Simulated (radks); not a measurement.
Results of a calculation; reference values are marked as such.
Question: Neutral manganese: order these configurations by energy. Code: a radial shooting solver on a logarithmic mesh with Libxc functionals. Model: scalar-relativistic Kohn-Sham, LDA (Slater exchange, Perdew-Wang correlation), spin-polarised, spherical densities, finite nucleus; Fermi nuclear charge, rms radius of each element as measured or else 0.836 A^(1/3) + 0.57 fm. Open shells are filled with parallel spins first. [Ar] 3d4 4s2 4p1; [Ar] 3d5 4s1 4p1; [Ar] 3d5 4s2; [Ar] 3d6 4s1.

Answer: From the lowest, in eV above it: [Ar] 3d5 4s2 0.000; [Ar] 3d6 4s1 1.260; [Ar] 3d5 4s1 4p1 2.413; [Ar] 3d4 4s2 4p1 9.006.
